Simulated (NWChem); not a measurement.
Species: BeH$_{2}$; SMILES [BeH2]

All runs: NWChem. Coordinates come from a PBE0/def2-SVP optimisation. Vertical excitations in the gas phase.

What does the run give for PBE/def2-TZVPD, TDA? Quantities: lowest excitation, singlet (eV); oscillator strength of that lowest state; lowest state with f > 0.02, singlet (eV); oscillator strength of that bright state; orbital gap (eV).


- lowest excitation, singlet (eV) = 5.95
- oscillator strength of that lowest state = 0.000
- lowest state with f > 0.02, singlet (eV) = 7.48
- oscillator strength of that bright state = 0.318
- orbital gap (eV) = 5.83
